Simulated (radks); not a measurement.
The numbers below are computed, except where a source is named.
Excited configurations of Sr III: one electron is placed in a higher orbital outside [Ar] 3d10 4s2 4p5. The ground configuration is [Kr]. Code: a radial shooting solver on a logarithmic mesh with Libxc functionals. Model: scalar-relativistic Kohn-Sham, BLYP, spin-polarised, spherical densities, finite nucleus; open shells are filled with parallel spins first (spin-orbit coupling, left out, can overturn this in heavy ions); Fermi nuclear charge, rms radius 4.224 fm. Excitation = E - E(ground); binding = E(ion) - E, where the ion is the core of charge +3; n* = 3/sqrt(2 binding) in atomic units, and the quantum defect is n - n*.

[
 {"outer orbital": "4d", "excitation (eV)": "22.836", "binding (eV)": "19.981", "n*": "2.476", "quantum defect": "1.524", "eigenvalue (eV)": "-15.271", "<r> (bohr)": "2.306"},
 {"outer orbital": "4f", "excitation (eV)": "34.631", "binding (eV)": "8.186", "n*": "3.868", "quantum defect": "0.132", "eigenvalue (eV)": "-6.351", "<r> (bohr)": "5.293"},
 {"outer orbital": "5s", "excitation (eV)": "23.488", "binding (eV)": "19.329", "n*": "2.517", "quantum defect": "2.483", "eigenvalue (eV)": "-16.263", "<r> (bohr)": "3.330"},
 {"outer orbital": "5p", "excitation (eV)": "27.643", "binding (eV)": "15.174", "n*": "2.841", "quantum defect": "2.159", "eigenvalue (eV)": "-12.651", "<r> (bohr)": "3.908"},
 {"outer orbital": "5d", "excitation (eV)": "33.038", "binding (eV)": "9.779", "n*": "3.539", "quantum defect": "1.461", "eigenvalue (eV)": "-8.145", "<r> (bohr)": "5.495"},
 {"outer orbital": "6s", "excitation (eV)": "32.703", "binding (eV)": "10.114", "n*": "3.479", "quantum defect": "2.521", "eigenvalue (eV)": "-8.670", "<r> (bohr)": "6.288"},
 {"outer orbital": "7s", "excitation (eV)": "36.545", "binding (eV)": "6.272", "n*": "4.419", "quantum defect": "2.581", "eigenvalue (eV)": "-5.417", "<r> (bohr)": "10.10"},
 {"outer orbital": "7p", "excitation (eV)": "37.307", "binding (eV)": "5.510", "n*": "4.714", "quantum defect": "2.286", "eigenvalue (eV)": "-4.729", "<r> (bohr)": "11.24"},
 {"outer orbital": "7d", "excitation (eV)": "38.555", "binding (eV)": "4.262", "n*": "5.360", "quantum defect": "1.640", "eigenvalue (eV)": "-3.627", "<r> (bohr)": "14.00"}
]

The Delta-SCF ionisation energy is 42.817 eV (NIST Atomic Spectra Database: 42.884 eV, measured). Self-interaction in the functional shifts the binding energies and quantum defects, so they are the method's values and not measured ones. Open shells are spherical and high-spin; term and fine-structure splittings are not resolved.
